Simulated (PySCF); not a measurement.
## Two-component Hartree-Fock for Sn³⁷⁺ (tin, charge +37)

Start: [Ne] 3s2 3p1; 3p1/2 filled at m_j = +1/2. Calculated with PySCF 2.14 in an uncontracted even-tempered set (18 s from 7.3 bohr⁻², ratio 2.4; 14 p from 9.5 bohr⁻², ratio 2.4; 4 d from 33 bohr⁻², ratio 2.6; 4 f from 49 bohr⁻², ratio 2.6): generalised Hartree-Fock with the X2C-1e Hamiltonian and a Gaussian nucleus; one run each with spin-orbit coupling (SO) switched off, then screened by Boettger's factors.

```tsv
spinor shell	electrons	ε, spin-free (eV)	ε, screened SO (eV)	weight of nominal j (screened SO)	rms radius, screened SO (bohr)
1s1/2	2	-31580.4	-31576.2	1.000	0.0332
2s1/2	2	-6633.9	-6632.0	1.000	0.133
2p1/2	2	-6180.6	-6347.6	1.000	0.115
2p3/2	4	-6180.6	-6102.6	1.000	0.120
3s1/2	2	-2607.7	-2606.9	1.000	0.321
3p1/2	1	-2484.5	-2525.0	1.000	0.307
```

```
   quantity    spin-free  screened SO
E (hartree)  -5004.54972  -5007.26427
        M_J          1/2          1/2
       ⟨J²⟩        1.094        0.751
       ⟨L²⟩        2.003        2.008
       ⟨S²⟩        0.751        0.756
```

Each row is a mean over spinors that exchange with the open shell spreads, by up to 11.948 eV (2p1/2).

Breit and QED terms are absent; they matter most for the inner s and p1/2 levels.

Densities and radii are taken from the X2C orbitals without a picture-change correction, which distorts them close to the nucleus.

Without spin-orbit coupling the j labels of p, d and f shells carry no meaning; the spin-free column gives the mean over the occupied spinors of each nl shell, and its ⟨J²⟩ belongs to a mixture of degenerate components.
